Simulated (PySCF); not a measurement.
PySCF input file for CH9NO2Si2, SMILES CN[SiH2]O[SiH2]O, PBE/pcSseg-1. Geometry: B3LYP-D3(BJ)/def2-SVP. The structure was generated by enumeration, and PubChem lists no compound with its InChIKey, so it may never have been made. Other conformers were not sampled.

```python
import numpy as np
from pyscf import gto, scf, dft
from pyscf.prop.nmr import rks as nmr

mol = gto.M(
    atom='''
    C    -1.62944043   -1.78606277    0.17317440
    N    -1.74878443   -0.39134748    0.57222948
    Si   -1.22332009    0.94411174   -0.37770643
    O     0.44511239    1.06045176   -0.52618058
    Si    1.76676074    0.40084279    0.22072334
    O     1.79218784   -1.26223834    0.08366989
    H    -2.41785109   -2.40239545    0.63694325
    H    -0.64635630   -2.22806890    0.41855757
    H    -1.76172946   -1.86777495   -0.91874605
    H    -1.82118262   -0.25842234    1.57678687
    H    -1.74368105    0.78448005   -1.75996638
    H    -1.71802674    2.17959319    0.28412671
    H     2.96226584    1.00396994   -0.42517474
    H     1.74132537    0.65275338    1.68292511
    H     1.91679865   -1.62339687   -0.80225613
    ''',
    basis='pcSseg-1',
    charge=0,
    spin=0,
    max_memory=1600,
    verbose=3,
)
mf = dft.RKS(mol, xc='pbe').density_fit(auxbasis='def2-universal-jkfit')
mf.grids.level = 3
mf.conv_tol = 1e-10
mf.max_cycle = 100
mf.kernel()
n = nmr.NMR(mf)
n.verbose = 2
n.max_cycle_cphf = 60
sigma = n.kernel()
print('atom   isotropic/ppm   span/ppm')
for i, s in enumerate(sigma):
    w = np.linalg.eigvalsh((s + s.T) / 2)
    print(f'{mol.atom_symbol(i):2s}{i + 1:3d} {w.mean():14.3f} {w[2] - w[0]:11.3f}')
```

It prints:

```
converged SCF energy = -827.219444576424
atom   isotropic/ppm   span/ppm
C   1        145.922      59.916
N   2        211.653      61.288
Si  3        369.233      52.484
O   4        210.359     125.610
Si  5        369.598      37.723
O   6        260.470      86.116
H   7         28.373      11.893
H   8         27.724      11.420
H   9         28.752       7.991
H  10         30.053      15.824
H  11         26.292       8.936
H  12         26.220       9.537
H  13         26.044       9.490
H  14         26.196       8.149
H  15         29.468      16.493
```

The calculation finished and met its thresholds.
